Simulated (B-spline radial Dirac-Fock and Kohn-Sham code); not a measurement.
Total and shell-resolved photoionisation of Tm⁺

System: thulium as Tm⁺, configuration [Xe] 4f14 (an excited configuration).

Method: Dirac-Hartree-Slater photoionisation with all multipoles and Dirac-Fock thresholds. Computed with a radial finite-basis atomic code.

Computed thresholds (eV): K 59384.1, L1 10118.7, L2 9614.0, L3 8644.9, M1 2308.0, M2 2087.7, M3 1880.0, M4 1509.2, M5 1464.8, N1 471.1, N2 382.0, N3 335.6, N4 189.1, N5 180.7, N6 3.84, N7 2.77, O1 61.55, O2 36.00, O3 30.74.

```
photon energy (eV)  total (b)  K (%)  L (%)  M (%)  N (%)  O (%)
             40.81  1.635e+07      –      –      –   41.9   58.1
              57.5  1.016e+07      –      –      –   76.9   23.1
               152  7.467e+06      –      –      –   96.8    3.2
               155  7.395e+06      –      –      –   96.9    3.1
               183  8.011e+06      –      –      –   97.6    2.4
               400  3.340e+06      –      –      –   97.4    2.6
               511  2.503e+06      –      –      –   97.4    2.6
               600  1.971e+06      –      –      –   97.3    2.7
               984     838800      –      –      –   96.7    3.3
            1486.9  1.108e+06      –      –   66.6   32.1    1.3
              1760  1.219e+06      –      –   78.7   20.3    0.9
            5414.7     103400      –      –   81.5   17.1    1.3
              6210      72920      –      –   81.3   17.3    1.4
             12000      56870      –   77.1   18.4    4.1    0.4
             15000      31760      –   77.4   18.1    4.0    0.4
             40000       2224      –   78.0   17.5    4.0    0.5
```
